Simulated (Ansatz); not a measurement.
Stepwise reaction of `[OH][In]([OH])[OH]` with hydrogen, as a gas-phase model of exchange steps in deposition or etching. ΔE in kJ/mol; ΔG adds harmonic PBE0-D4 terms to CCSD(T)/CBS, at 1 bar.

Program: Ansatz. Geometries: PBE0-D4/def2-TZVP. ΔE: electronic, gas phase. CCSD(T)/CBS is the MP2 limit (def2-TZVPP, def2-QZVPP) plus CCSD(T) − MP2 in def2-TZVPP, frozen cores. This one scheme is used for every species. DFT in def2-TZVPP. B3LYP here is the variant with VWN-RPA as its local correlation; programs differ in this. Elements past krypton have def2 core potentials. For In outer-core shells are correlated without core-valence functions, which leaves a few kJ/mol of doubt a bond. One conformer a species, not always the lowest.

| step | reaction | PBE-D4 | B3LYP-D4 | ωB97M-V | CCSD(T)/CBS | ΔG(500 K) |
| --- | --- | --- | --- | --- | --- | --- |
| 1 | `[OH][In]([OH])[OH]` + H₂ → `[OH][InH][OH]` + H₂O | -5.1 | -6.2 | -9.6 | -3.1 | -8.9 |
| 2 | `[OH][InH][OH]` + H₂ → `[OH][InH2]` + H₂O | 13.8 | 12.7 | 9.5 | 16.9 | 14.0 |
| 3 | `[OH][InH2]` + H₂ → `[InH3]` + H₂O | 26.2 | 23.6 | 18.5 | 27.4 | 30.1 |

By hand: ΔE of the 3 steps together at CCSD(T)/CBS.

(-3.1) + (16.9) + (27.4) = 41.2 kJ/mol, or 13.7 kJ/mol a step.

In ΔE each step is higher than the one before. ΔG lies between -8.9 and 30.1 kJ/mol a step. PBE-D4 differs from CCSD(T)/CBS by -3.1 to -1.2 kJ/mol a step. Isolated molecules leave out the surface, adducts and barriers. Largest T1 diagnostic: 0.017.
